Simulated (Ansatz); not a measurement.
One change: `[SiH3][SiH]1BC1` becomes `I[SiH]1BC1`.

Ansatz, PBE0-D4/def2-TZVP geometries, multiplicity 1. 

Elements past krypton have def2 core potentials.

| property | `[SiH3][SiH]1BC1` |
| --- | --- |
| HOMO energy (ωB97M-V/def2-TZVPP) / eV | -8.86 |
| HOMO energy (PBE0/def2-TZVPP) / eV | -6.82 |
| size of the dipole moment (PBE/def2-TZVPP) / D | 0.86 |
| HOMO energy (B3LYP/def2-TZVPP) / eV | -6.62 |
| size of the dipole moment (B3LYP/def2-TZVPP) / D | 0.79 |
| HOMO energy (PBE/def2-TZVPP) / eV | -5.83 |

Q: What does the change do to each property? (Estimate.)

A: The calculation gave: 
```csv
property,`I[SiH]1BC1`,shift
HOMO energy (ωB97M-V/def2-TZVPP) / eV,-9.04,-0.18
HOMO energy (PBE0/def2-TZVPP) / eV,-7.02,-0.20
size of the dipole moment (PBE/def2-TZVPP) / D,1.22,0.36
HOMO energy (B3LYP/def2-TZVPP) / eV,-6.81,-0.19
size of the dipole moment (B3LYP/def2-TZVPP) / D,1.19,0.40
HOMO energy (PBE/def2-TZVPP) / eV,-6.00,-0.17
```

The zero-point energy changes by -62.3 kJ/mol with -9 modes. Dipoles are sizes alone; their direction can turn.

B3LYP here is the variant with VWN-RPA as its local correlation; programs differ in this.

Spin–orbit coupling is left out; it splits and shifts lone-pair levels of the heavy atoms by tenths of an eV.
